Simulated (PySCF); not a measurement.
Input file for PySCF: R-B3LYP/3-21G on FHOSn (SMILES [OH][Sn][F]), a point of a torsion scan.

```python
from pyscf import gto, scf, dft, mp
from pyscf.data.elements import chemcore

mol = gto.M(
    atom='''
    O    -1.07822091    0.14302285    0.19066362
    Sn    0.71316206    0.98970233   -0.12145511
    F     1.79111912   -0.64390219   -0.84951023
    H    -1.65223727   -0.55092331   -0.12720800
    ''',
    basis='3-21g',
    charge=0, spin=0, verbose=3, max_memory=1800)
mf = dft.RKS(mol, xc='b3lyp')
mf.conv_tol = 1e-8
mf.max_cycle = 100
mf.kernel()
if not mf.converged:
    mf = mf.newton().run(mf.mo_coeff, mf.mo_occ)
```

Program output:

```
converged SCF energy = -6173.58973134563
```

Self-consistency was reached.

Cost: very roughly 4 core-seconds.
